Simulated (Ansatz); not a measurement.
C2HClF4, SMILES `FC(Cl)C(F)(F)F`, charge 0, multiplicity 1.

Problem. Give a relaxed structure at PBE0-D4/def2-TZVP (the Gaussian-basis code of Ansatz). (Estimate.)

Solution. The calculation gave: 
Cartesian coordinates in Å:
```
F -0.192 1.489 -0.910
C 0.194 0.729 0.135
Cl 1.939 0.768 0.311
C -0.297 -0.704 -0.101
F 0.014 -1.473 0.938
F 0.221 -1.233 -1.200
F -1.625 -0.691 -0.226
H -0.254 1.114 1.053
```
